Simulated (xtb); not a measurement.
C2H3ClFGa, SMILES [Cl][Ga]([CH]=C)[F]. All values are semi-empirical tight-binding results from xtb (GFN2-xTB unless named), good for trends rather than for accurate numbers. Geometry: GFN2-xTB. The structure was generated by enumeration; whether it is a known compound was not checked. The values are those of a single conformer.

For metal compounds this method's bond lengths and energies can be far off.

**Question.** Estimate the properties. (Estimate from the structure and the level; the computed values follow.)

**Answer.** 
| Quantity | Result |
|---|---|
| point group as xtb finds it | Cs |
| orbital gap | 4.10 eV |
| zero-point energy | 26.5 kcal/mol |
| G − E(el) at 298.15 K (modified RRHO) | 5.5 kcal/mol |
